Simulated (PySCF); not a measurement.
GaH2Br, SMILES [Br][GaH2].

The structure is a stationary point at B3LYP-D3(BJ)/def2-TZVP.

These are PBE0/def2-TZVPD (PySCF) values and carry that method's errors.

Symmetry labels are those of the subgroup C2v that the program uses (full group C2v).

Question: List the valence orbital energies around the gap with their symmetry. (Estimate from the structure and the level; the computed values follow.)

Answer: 
```tsv
orbital	symmetry	energy (eV)
HOMO−7	A1	-24.06
HOMO−6	B2	-24.00
HOMO−5	A1	-21.02
HOMO−4	A1	-13.05
HOMO−3	B2	-9.67
HOMO−2	A1	-9.42
HOMO−1	B1	-8.57
HOMO	B2	-8.07
LUMO	B1	-1.95
LUMO+1	A1	-0.42
LUMO+2	A1	0.28
LUMO+3	A1	0.65
```
